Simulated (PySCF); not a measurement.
TiF3, SMILES [F][Ti+]([F])[F], charge +1, multiplicity 1. The structure is a stationary point at PBE-D3(BJ)/def2-SVP. The multiplicity is an assumed one; other spin states were not compared. The isomer is the one that the SMILES or the coordinates give; other isomers of the formula were not compared.

Computed equilibrium geometry at PBE-D3(BJ)/def2-SVP (PySCF confirms it by a frequency run) as a Z-matrix, and its point group:
point group C3v.
```
Ti
F 1 1.6954
F 1 1.6954 2 109.81
F 1 1.6954 2 109.81 3 -120.83
```
Charge +1, spin multiplicity 1.
